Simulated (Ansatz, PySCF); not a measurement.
Molecule: sum formula HSO2, net charge 1, singlet state. It need not be the lowest isomer of its formula. 
Geometry from a B3LYP-D3(BJ)/def2-TZVP (Ansatz, an electronic-structure program) optimisation:
```
S
O 1 1.4123
O 1 1.5317 2 115.22
H 3 0.9883 1 121.36 2 0.00
```
Charge +1, spin multiplicity 1.

Total electronic energies in hartree. Correlated levels leave the core frozen unless marked. Spin-orbit coupling is left out. No relativistic terms. Basis-set limits of correlation are two-point, X^-3; Hartree-Fock from the larger set.

The Hartree-Fock reference is unstable (checked in the largest basis), which strains HF and MP2. 

```
level                                        program  energy (Eh)
------------------------------------  --------------  -----------
HF/cc-pV(D+d)Z                                Ansatz   -547.47197
HF-D3(BJ)/def2-TZVPD                   PySCF + dftd3   -547.58085
RI-HF/cc-pV(Q+d)Z                             Ansatz   -547.57849
revPBE/def2-TZVPD                             Ansatz   -548.85880
M06-L/def2-TZVPD                               PySCF   -548.94254
B3LYP-D4/def2-TZVPD                   Ansatz + dftd4   -548.98019
PBE0-D4/def2-TZVP                     Ansatz + dftd4   -548.66607
PBE0/def2-TZVP                                Ansatz   -548.66473
PBE0/def2-TZVPD                               Ansatz   -548.66614
PW6B95-D3(BJ)/def2-TZVPD               PySCF + dftd3   -549.44852
PW6B95-D4/def2-TZVPD                   PySCF + dftd4   -549.44919
HSE06-D4/def2-TZVPD                   Ansatz + dftd4   -548.65426
CAM-B3LYP-D4/def2-TZVPD               Ansatz + dftd4   -548.92599
LC-wPBE-D3(BJ)/def2-TZVPD             Ansatz + dftd3   -548.75557
B2GP-PLYP-D4/def2-TZVPD               Ansatz + dftd4   -548.67565
SCS-MP2/6-31G*                                Ansatz   -547.90963
SCS-MP2/cc-pV(D+d)Z                           Ansatz   -547.97258
SCS-MP2/cc-pV(T+d)Z                           Ansatz   -548.19476
CCSD/STO-3G                                   Ansatz   -541.22608
CCSD/6-31G*                                   Ansatz   -547.93314
CCSD(T)/cc-pV(D+d)Z                           Ansatz   -548.01651
CCSD(T)/cc-pV(Q+d)Z                           Ansatz   -548.30854
CCSD(T)/CBS(cc-pV(T+d)Z,cc-pV(Q+d)Z)          Ansatz    -548.3432
```

Totals of different functionals don't rank their quality; only differences between species are comparable.
